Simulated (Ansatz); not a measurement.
Stepwise reaction of `CO[SiH](O)O[SiH2]O` with hydrogen, as a gas-phase model of exchange steps in deposition or etching. ΔE in kJ/mol.

Calculated with Ansatz (gas phase, PBE0-D4/def2-TZVP geometries, no zero-point term in ΔE). CCSD(T)/CBS is the MP2 limit (def2-TZVPP, def2-QZVPP) plus CCSD(T) − MP2 in def2-TZVPP, frozen cores. This one scheme is used for every species. DFT in def2-TZVPP. B3LYP here is the variant with VWN-RPA as its local correlation; programs differ in this. One conformer a species, not always the lowest.

| step | reaction | PBE-D4 | B3LYP-D4 | ωB97M-V | CCSD(T)/CBS |
| --- | --- | --- | --- | --- | --- |
| 2 | `CO[SiH](O)O[SiH3]` + H₂ → `CO[SiH2]O[SiH3]` + H₂O | 94.1 | 100.8 | 102.2 | 99.0 |

Question: Give the row of step 1, `CO[SiH](O)O[SiH2]O` + H₂ → `CO[SiH](O)O[SiH3]` + H₂O. (Estimate.)

Answer: Ansatz gave: 
```json
{"step": "1", "reaction": "`CO[SiH](O)O[SiH2]O` + H₂ → `CO[SiH](O)O[SiH3]` + H₂O", "PBE-D4": "91.7", "B3LYP-D4": "96.9", "ωB97M-V": "98.9", "CCSD(T)/CBS": "95.6"}
```

Question: By hand: ΔE of the 2 steps together at CCSD(T)/CBS.

Answer: (95.6) + (99.0) = 194.6 kJ/mol, or 97.3 kJ/mol a step.

In ΔE the steps differ by no more than 3.4 kJ/mol. All are uphill at CCSD(T)/CBS. PBE-D4 differs from CCSD(T)/CBS by -4.9 to -3.9 kJ/mol a step. Isolated molecules leave out the surface, adducts and barriers. Largest T1 diagnostic: 0.012.
